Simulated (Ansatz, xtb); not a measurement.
## C4H2FNO: which of two isomers lies lower

Structure I: `N#CCC(F)=C=O`, a singlet. Structure II: `N#CC(=C=O)CF`, a singlet. Both are isolated molecules in the gas phase, relaxed with PBE-D3(BJ)/def2-SVP; the shapes shown needn't be the lowest conformers.

I (Å):

```csv
atom,x (Å),y (Å),z (Å)
C,-0.1285,0.1511,-0.5525
C,0.8470,-0.9294,-0.7569
C,1.3075,-1.5676,0.5213
C,1.0303,-2.8345,0.8492
F,2.0006,-0.7852,1.3865
N,-0.9016,1.0134,-0.3825
O,0.7886,-3.9598,1.0988
H,0.4009,-1.6968,-1.4243
H,1.7244,-0.5128,-1.3026
```

II (Å):

```yaml
atoms:
  - { symbol: C, position_ang: [-0.5335, -0.1020, 0.4218] }
  - { symbol: C, position_ang: [-0.1000, -0.5844, -0.8455] }
  - { symbol: C, position_ang: [-0.7293, -0.1609, -1.9564] }
  - { symbol: C, position_ang: [0.9451, -1.6798, -0.9617] }
  - { symbol: F, position_ang: [0.4122, -2.9251, -0.6947] }
  - { symbol: N, position_ang: [-0.8552, 0.2859, 1.4843] }
  - { symbol: O, position_ang: [-1.2286, 0.2083, -2.9436] }
  - { symbol: H, position_ang: [1.3830, -1.6822, -1.9830] }
  - { symbol: H, position_ang: [1.7504, -1.4709, -0.2251] }
```

**Question.** Estimate which is lower in electronic energy at CCSD(T)/def2-SVP + ΔMP2/def2-TZVPP, and by roughly how much.

**Answer.** The CCSD(T)/def2-SVP + ΔMP2/def2-TZVPP calculation puts structure II lower, by 15.2 kcal/mol.

How the difference moves with the method:

```csv
level,geometry,E(II) − E(I) (kcal/mol),departure from the last row (kcal/mol),"job, with rough time for the two"
PBE-D3(BJ)/def2-SVP,PBE-D3(BJ)/def2-SVP,−14.9,+0.3,"optimisation, 36 s"
HF/def2-SVP,PBE-D3(BJ)/def2-SVP,−16.8,−1.6,part of the CCSD(T) run
MP2/def2-SVP,PBE-D3(BJ)/def2-SVP,−17.2,−2.0,part of the CCSD(T) run
CCSD(T)/def2-SVP,PBE-D3(BJ)/def2-SVP,−15.2,0.0,single point
CCSD(T)/def2-SVP + ΔMP2/def2-TZVPP,PBE-D3(BJ)/def2-SVP,−15.2,,"single point, 50 s"
```

As drawn, both hold the same kinds of bond in the same numbers.

The levels shown agree on the order. The largest departure from CCSD(T)/def2-SVP + ΔMP2/def2-TZVPP is that of MP2/def2-SVP, 2.0 kcal/mol. Levels run at GFN2-xTB geometries aren't shown. The last row adds to CCSD(T) the change of the MP2 difference between the two basis sets, here 0.0 kcal/mol.

With harmonic frequencies from PBE-D3(BJ)/def2-SVP (ideal gas, rigid rotor, one conformer each, 298.15 K, 1 atm): the zero-point term adds +0.9 kcal/mol; ΔH is −14.4 and ΔG −14.2 kcal/mol.

The correlated steps freeze 7 core orbitals. Programs: Ansatz 0.2.0; the last row on 2 threads of Intel(R) Xeon(R) Processor @ 2.70GHz on a shared host.
